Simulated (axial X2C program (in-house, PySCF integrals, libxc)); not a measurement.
# Photoelectron levels of InBr by EOM-IP-CCSD

Calculated with an in-house all-electron X2C program for linear molecules (integrals from PySCF): two-component X2C with atomic mean-field Coulomb and Gaunt terms, Gaussian nuclei, basis In dyall-cv3z, Br dyall-cv3z with contracted cores.

R = 2.568 Å (near the PBE0 minimum at charge 0 of the determinant lowest at the starting distance; the state shown can have its own minimum elsewhere).

Hartree–Fock spinors of InBr (one of each Kramers pair; a window near the gap, which can cut inner shells):

```csv
ω,occupied,ε (eV),character
3/2,yes,-27.91,100% In d
1/2,yes,-26.38,"73% Br s, 17% In d, 6% In p"
1/2,yes,-13.16,"54% Br p, 41% In s, 2% Br s"
1/2,yes,-10.77,"91% Br p, 4% In p, 3% In d"
3/2,yes,-10.41,"92% Br p, 4% In p, 4% In d"
1/2,yes,-8.99,"45% In s, 30% Br p, 22% In p"
1/2,no,0.30,"94% In p, 3% Br p"
3/2,no,0.42,"94% In p, 3% Br p"
1/2,no,1.77,"80% In p, 9% In d, 4% In s"
1/2,no,3.10,"90% In s, 4% In d, 3% In p"
1/2,no,3.83,98% In p
3/2,no,3.96,98% In p
```

Vertical ionisation energies of InBr to the states of InBr⁺:

| Ω of InBr⁺ | vertical IE (eV) | above lowest (cm⁻¹) | ionised spinor | one-hole weight |
| --- | --- | --- | --- | --- |
| 1/2 | 9.274 | 0 | 41% Br pσ, 31% In sσ, 22% In pσ | 0.96 |
| 3/2 | 9.890 | 4967 | 92% Br pπ | 0.94 |
| 1/2 | 10.215 | 7585 | 90% Br pπ | 0.94 |
| 1/2 | 12.959 | 29719 | 55% In sσ, 41% Br pσ | 0.91 |

Task: How far does the lowest EOM-IP-CCSD energy lie from the Koopmans value −ε of the highest filled spinor?

Result: 9.274 eV against 8.99 eV, a shift of 0.28 eV: relaxation of the final state lowers the energy and the loss of correlation raises it.

Task: Take the first Ω = 1/2 and Ω = 3/2 rows of π character: how far apart are they, and which lies lower?

Result: E(3/2) − E(1/2) = 4967 − 7585 = -2618 cm⁻¹ at EOM-IP-CCSD: inverted, Ω = 3/2 lower. Splittings at this level can be off by ten to twenty per cent.

This point took 30 s on 1 thread of Intel(R) Xeon(R) Processor @ 2.30GHz, on a shared host.

Reference electrons by ω block (each with its −ω partner): 1/2: 27, 3/2: 12, 5/2: 3. 20 electrons of InBr correlated (inner shells frozen), 94 natural virtual spinors (a truncated set); levels can be off by some tenths of an eV. Roots sought by Ω: (1/2: 4, 3/2: 3, 5/2: 1); the list ends where they run out and leaves out roots under 60 % one-particle weight. The solver can skip a root, and states that need a further excitation, which the method places far too high, are missing though they may lie low or lowest. T1 of the reference 0.012 (Lee–Taylor). Number of frozen shells: In 4 s, 3 p, 1 d; Br 3 s, 2 p, 1 d.
